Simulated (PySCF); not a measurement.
# Shapes and spin states of TcSI2

Method: PBE0 in PySCF with Tc def2-SVP with ECP28, S def2-SVP, I def2-SVP with ECP28; scalar-relativistic core potentials, no spin–orbit coupling; density-fitted integrals.

Relaxations began from a few typed shapes and spin states; open shells are unrestricted. The search is not exhaustive: other isomers or separated fragments can lie lower, and high-lying points may rest on an excited occupation.

**Question.** Which is the lowest minimum found?
A. quartet C2v: Tc–I 2.571 Å (×2), Tc–S 2.078 Å; I–Tc–I 131.0°, I–Tc–S 114.5° (×2)
B. doublet C2v: Tc–I 2.540 Å (×2), Tc–S 2.026 Å; I–Tc–I 123.8°, I–Tc–S 118.1° (×2)
C. quartet C2v: Tc–I 2.572 Å (×2), Tc–S 2.078 Å; I–Tc–I 131.2°, I–Tc–S 114.4° (×2)
D. doublet (⟨S²⟩ 1.34) C2v: Tc–I 2.549 Å (×2), Tc–S 2.040 Å; I–Tc–I 126.7°, I–Tc–S 116.6° (×2)
E. doublet (⟨S²⟩ 1.34) Cs: Tc–I 2.549 Å (×2), Tc–S 2.041 Å; I–Tc–I 126.6°, I–Tc–S 116.7° (×2)
F. doublet (⟨S²⟩ 1.34) C2v: Tc–I 2.548 Å (×2), Tc–S 2.041 Å; I–Tc–I 126.6°, I–Tc–S 116.7° (×2)

**Answer.** C. The others lie at 0.2 (quartet C2v), 37.1 (doublet C2v), 37.3 (doublet Cs), 37.3 (doublet C2v), 45.3 (doublet C2v) kJ/mol above it.

Formally Tc is in oxidation state +4, d3, with 3 unpaired electrons (the high-spin count). The Mulliken spin on Tc is 2.81. The polar-tensor charge on Tc, 1.07, is far below the formal one.

For the lowest minimum: open d and f shells are described by one determinant, and the ground state may have another occupation or spin. No spin–orbit coupling is included, which matters more the heavier the element.

The electron or spin density has lower symmetry than the nuclear frame for the doublet (⟨S²⟩ 1.34) C2v at 37.1 kJ/mol, doublet (⟨S²⟩ 1.34) C2v at 37.3 kJ/mol.
